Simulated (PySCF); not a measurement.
## Polarisability and C₆ of O⁻ (oxygen, charge -1)

[He] 2s2 2p5, 2P determinant. All numbers are calculated (PySCF 2.14, scalar relativity by spin-free X2C-1e, in aug-cc-pCVTZ-DK (7s6p4d2f, 59 functions)). Coupled (time-dependent) response in atomic units; α is the mean over directions.

```json
{"method": "UHF", "mean α (bohr³)": "12.01", "α xx, yy, zz": "8.357, 13.83, 13.83", "C₆ (like pair)": "53.33", "S(−4)": "101.6"}
```

S(−4) is the Cauchy moment in α(ω) = α(0) + S(−4) ω² + …

α(iu) at UHF:

| u (hartree) | α(iu) (bohr³) |
| --- | --- |
| 0 | 12.01 |
| 0.0500 | 11.76 |
| 0.100 | 11.13 |
| 0.200 | 9.483 |
| 0.300 | 8.003 |
| 0.500 | 5.876 |
| 0.750 | 4.158 |
| 1.00 | 3.040 |
| 1.50 | 1.783 |
| 2.00 | 1.159 |
| 3.00 | 0.6013 |
| 5.00 | 0.2488 |

For an ion, C₆ is the dispersion term alone; charge-induced terms of lower order in 1/R come first.

The components differ because the open shell of this determinant is not spherical; for a pure term their mean is the scalar polarisability.
